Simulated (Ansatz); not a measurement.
Calculation: frozen-core CCSD(T)/cc-pVTZ // B3LYP-D3(BJ)/def2-SVP (Ansatz, a first-principles code). The restricted HF reference is unstable towards unrestricted orbitals.

Ansatz 0.2 input:
```yaml
crystal:
  periodic: [false, false, false]
  atoms:
    - { symbol: B, position_ang: [-1.950431, -0.277352, -0.040379] }
    - { symbol: C, position_ang: [-0.445954, -0.01869, -0.000611] }
    - { symbol: C, position_ang: [0.131874, 1.213245, 0.231429] }
    - { symbol: O, position_ang: [1.482547, 1.134028, 0.20741] }
    - { symbol: C, position_ang: [1.784537, -0.161838, -0.042615] }
    - { symbol: F, position_ang: [3.067148, -0.423481, -0.101052] }
    - { symbol: C, position_ang: [0.676429, -0.92829, -0.182081] }
    - { symbol: H, position_ang: [-2.713171, 0.640942, 0.140449] }
    - { symbol: H, position_ang: [-2.387312, -1.382151, -0.249228] }
    - { symbol: H, position_ang: [-0.286625, 2.198245, 0.422897] }
    - { symbol: H, position_ang: [0.640957, -1.994657, -0.386218] }
basis:
  gaussian: { orbitals: cc-pVTZ }
correlation:
  method: ccsd_t
```

Output:

```
Functional definition: HF
1582 factors; integrals over basis functions are off by at most 1.2e-3 eV
mean field evaluation 1: about -9597.2678 eV, gradient 4.0e1 eV
mean field evaluation 2: about -9597.6931 eV, gradient 4.0e1 eV
mean field evaluation 4: about -9601.7554 eV, gradient 5.2e0 eV
mean field evaluation 8: about -9601.8559 eV, gradient 4.5e-1 eV
mean field evaluation 16: about -9597.2680 eV, gradient 4.0e1 eV
mean field -9601.85703497 eV, -352.8617376628 hartree, gradient 2.0e-6 eV, S^2 0.000000; 0 other end points of the search recorded, 0 dependent functions left out; unrestricted orbitals would lower it
7 core orbitals not correlated
reference -9601.85703497 eV, -352.8617376628 hartree; 18, 18 occupied and 241, 241 virtual orbitals, 1582 factors
second order -32.68364980 eV of doubles, -0.00000000 eV of singles
cycle   1  -32.21252727 eV  change    4.7e-1 eV  update   1.3e-1
cycle   2  -33.04607955 eV  change   -8.3e-1 eV  update   4.2e-2
cycle   3  -33.23807634 eV  change   -1.9e-1 eV  update   2.0e-2
cycle   4  -33.21810563 eV  change    2.0e-2 eV  update   5.0e-3
cycle   5  -33.21489985 eV  change    3.2e-3 eV  update   2.8e-3
cycle   6  -33.21702462 eV  change   -2.1e-3 eV  update   1.1e-3
cycle   7  -33.21668656 eV  change    3.4e-4 eV  update   5.5e-4
cycle   8  -33.21632019 eV  change    3.7e-4 eV  update   2.0e-4
cycle   9  -33.21638570 eV  change   -6.6e-5 eV  update   7.4e-5
cycle  10  -33.21645710 eV  change   -7.1e-5 eV  update   2.7e-5
cycle  11  -33.21640838 eV  change    4.9e-5 eV  update   1.3e-5
cycle  12  -33.21641959 eV  change   -1.1e-5 eV  update   6.5e-6
perturbative correction -1.54888562 eV, -0.0569204967 hartree
Total energy: -9636.62234018 eV, -354.1393390645 hartree
```

Cost: about 40 core-minutes (a rough figure).
